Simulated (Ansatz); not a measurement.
Input file for CH3AlBrCl, SMILES `[CH3][Al]([Cl])[Br]`:

```yaml
crystal:
  periodic: [false, false, false]
  atoms:
    - {symbol: C, position_ang: [-0.118365, 0.963102, -0.111566]}
    - {symbol: Al, position_ang: [0.144549, -0.936068, 0.103639]}
    - {symbol: Cl, position_ang: [1.744525, -1.681823, 1.224379]}
    - {symbol: Br, position_ang: [-1.230372, -2.456682, -0.821704]}
    - {symbol: H, position_ang: [-0.994353, 1.184303, -0.723468]}
    - {symbol: H, position_ang: [-0.243757, 1.441965, 0.863706]}
    - {symbol: H, position_ang: [0.759073, 1.417102, -0.580785]}
basis:
  gaussian: {orbitals: def2-TZVPP}
correlation: {method: ccsd_t}
output: {orbitals: {seedname: orbitals}}
```

```sh
$ ansatz run in.yaml --threads 2 --pin off --events-out ev --progress --plain
```

The program prints (abridged):

```
Functional definition: HF
1239 factors; integrals over basis functions are off by at most 9.4e-4 eV
mean field evaluation 1: about -90166.7587 eV, gradient 2.8e1 eV
mean field evaluation 2: about -90166.8899 eV, gradient 2.8e1 eV
mean field evaluation 4: about -90168.9338 eV, gradient 2.2e0 eV
mean field evaluation 8: about -90168.9652 eV, gradient 1.3e-1 eV
mean field -90168.96524202 eV, -3313.6483539245 hartree, gradient 2.6e-6 eV, S^2 0.000000; 0 other end points of the search recorded, 0 dependent functions left out
20 core orbitals not correlated: weight in the atoms' cores, before any rotation towards them, 1.000 or more for the frozen orbitals, at most 0.000 for the correlated occupied ones
reference -90168.96524202 eV, -3313.6483539245 hartree; 17, 17 occupied and 168, 168 virtual orbitals, 1239 factors
second order -19.34304149 eV of doubles, -0.00000000 eV of singles
cycle   1  -19.91964429 eV  change   -5.8e-1 eV  update   7.8e-2
cycle   2  -20.33557530 eV  change   -4.2e-1 eV  update   2.1e-2
cycle   3  -20.38587298 eV  change   -5.0e-2 eV  update   9.5e-3
cycle   4  -20.37734635 eV  change    8.5e-3 eV  update   2.4e-3
cycle   5  -20.37752928 eV  change   -1.8e-4 eV  update   8.9e-4
cycle   6  -20.37735615 eV  change    1.7e-4 eV  update   2.4e-4
cycle   7  -20.37724996 eV  change    1.1e-4 eV  update   7.8e-5
cycle   8  -20.37728473 eV  change   -3.5e-5 eV  update   2.7e-5
perturbative correction -0.77201905 eV, -0.0283711769 hartree
Total energy: -90190.11454580 eV, -3314.4255765029 hartree
```

Run time 2.8 min (2 threads of a server CPU on a shared host); peak host memory 2.5 GiB.

Correlation energy per correlated electron: -0.622 eV. T1 diagnostic: 0.0077.
